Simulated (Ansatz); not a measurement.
Start from `C[O][GeH]([F])[AlH2]` and change one atom or group to get `C[O][GeH]([F])[O]C`.

Ansatz, PBE0-D4/def2-TZVP geometries, multiplicity 1. Each molecule was computed in one conformer, which needn't be the lowest.

Scalar relativity is left out up to krypton.

```tsv
property	`C[O][GeH]([F])[AlH2]`
LUMO energy (B3LYP/def2-TZVPP) / eV	-2.62
HOMO energy (PBE/def2-TZVPP) / eV	-6.51
HOMO energy (ωB97M-V/def2-TZVPP) / eV	-9.96
LUMO energy (PBE/def2-TZVPP) / eV	-3.19
HOMO–LUMO gap (ωB97M-V/def2-TZVPP) / eV	9.19
LUMO energy (PBE0/def2-TZVPP) / eV	-2.42
```

**Question.** What does the change do to each property? (Best estimate.)

**Answer.** Computed: 
```csv
property,`C[O][GeH]([F])[O]C`,shift
LUMO energy (B3LYP/def2-TZVPP) / eV,0.14,2.76
HOMO energy (PBE/def2-TZVPP) / eV,-6.70,-0.19
HOMO energy (ωB97M-V/def2-TZVPP) / eV,-10.75,-0.79
LUMO energy (PBE/def2-TZVPP) / eV,-0.58,2.61
HOMO–LUMO gap (ωB97M-V/def2-TZVPP) / eV,13.18,3.99
LUMO energy (PBE0/def2-TZVPP) / eV,0.51,2.93
```

With PBE0 the HOMO falls by 0.43 eV and the LUMO rises by 2.93 eV, so the gap widens by about 3.36 eV. PBE moves the HOMO by -0.19 eV and ωB97M-V by -0.79 eV.

B3LYP here is the variant with VWN-RPA as its local correlation; programs differ in this.
